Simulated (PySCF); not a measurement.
C3H5BO2, SMILES C(B(C=O)O)=C. The structure is a stationary point at B3LYP-D3(BJ)/def2-SVP. The structure was generated by enumeration, and PubChem lists no compound with its InChIKey, so it may never have been made. Other conformers were not sampled.

Task: Give the equilibrium geometry at B3LYP-D3(BJ)/def2-SVP (PySCF confirms it by a frequency run) as bond lengths and angles. (An estimate is asked for; the answer gives what the named calculation found.)

Result: This is not unique; one that fits is 
Atoms: C1 C2 B3 O4 C5 O6 H7 H8 H9 H10 H11. Bonded distances (Å): C1–C2 1.345, C1–H7 1.095, C1–H8 1.096, C2–B3 1.551, C2–H9 1.098, B3–O4 1.348, B3–C5 1.621, O4–H10 0.977, C5–O6 1.219, C5–H11 1.123. Bond angles (°): C2–C1–H7 120.8, C2–C1–H8 122.7, H7–C1–H8 116.5, C1–C2–B3 122.6, C1–C2–H9 118.0, B3–C2–H9 119.5, C2–B3–O4 122.4, C2–B3–C5 124.4, O4–B3–C5 113.2, B3–O4–H10 108.3, B3–C5–O6 118.2, B3–C5–H11 122.7, O6–C5–H11 119.1.
